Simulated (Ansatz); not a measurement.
cyclohexanone (C$_{6}$H$_{10}$O), singlet, at a GFN2-xTB geometry. Base run: MP2/def2-SV(P) in Ansatz (an electronic-structure program).

The Ansatz input:
Ansatz 0.2 input:
```yaml
crystal:
  periodic: [false, false, false]
  atoms:
    - {symbol: O, position_ang: [2.25319886, 0.38747361, -0.15059007]}
    - {symbol: C, position_ang: [1.11141593, 0.21481818, 0.19248471]}
    - {symbol: C, position_ang: [0.10583456, 1.33600325, 0.31546258]}
    - {symbol: C, position_ang: [-1.14762441, 1.02516163, -0.50667753]}
    - {symbol: C, position_ang: [-1.74025140, -0.31820921, -0.09700492]}
    - {symbol: C, position_ang: [-0.71145930, -1.42655699, -0.28893100]}
    - {symbol: C, position_ang: [0.54707611, -1.14425040, 0.53574342]}
    - {symbol: H, position_ang: [-0.16716421, 1.43383899, 1.36918106]}
    - {symbol: H, position_ang: [0.56339300, 2.27052471, -0.01264100]}
    - {symbol: H, position_ang: [-1.88087258, 1.82167185, -0.36534325]}
    - {symbol: H, position_ang: [-0.88337911, 0.99815491, -1.56614608]}
    - {symbol: H, position_ang: [-2.62673309, -0.52931101, -0.69820774]}
    - {symbol: H, position_ang: [-2.04747157, -0.27979996, 0.95085283]}
    - {symbol: H, position_ang: [-1.13173332, -2.38929918, 0.00864923]}
    - {symbol: H, position_ang: [-0.44034152, -1.49219443, -1.34496861]}
    - {symbol: H, position_ang: [1.30660714, -1.90714075, 0.35839349]}
    - {symbol: H, position_ang: [0.29215540, -1.14803285, 1.59848700]}
basis:
  gaussian:
    orbitals: def2-SV_P_.json
magnetization: {spin_polarized: false}
correlation: {method: mp2}
```
The basis file holds def2-SV(P) in the JSON format of the Basis Set Exchange.

The base run was repeated with changes; each row names its change, and settings that it needs were set with it.

| change | basis functions | E (Eh) | MP2 correlation (Eh) | core-seconds (rough) |
|---|---|---|---|---|
| base | 118 | -308.58608 | -0.93759 | 5 |
| basis = STO-3G | 45 | -304.49090 | -0.36285 | 1 |
| basis = pcseg-0 | 83 | -307.66687 | -0.67258 | 2 |
| basis = 6-31G | 83 | -308.42654 | -0.65874 | 3 |
| basis = 6-31G* | 125 | -308.85308 | -0.94858 | 5 |
| basis = def2-SVP | 148 | -308.68558 | -1.00934 | 7 |
| basis = cc-pVDZ | 148 | -308.93716 | -1.01000 | 7 |
| basis = pc-1 | 148 | -308.83315 | -1.01299 | 8 |
| basis = pcseg-1 | 148 | -308.82895 | -1.01310 | 8 |
| basis = 6-311++G** | 224 | -309.05761 | -1.07430 | 20 |
| basis = aug-cc-pVDZ | 251 | -308.99501 | -1.05170 | 30 |
| basis = aug-pcseg-1 | 251 | -308.88665 | -1.04533 | 30 |
| basis = def2-TZVP | 277 | -309.22670 | -1.20847 | 20 |

Totals compare only among sets that treat the same electrons; sets with core potentials leave the core out.
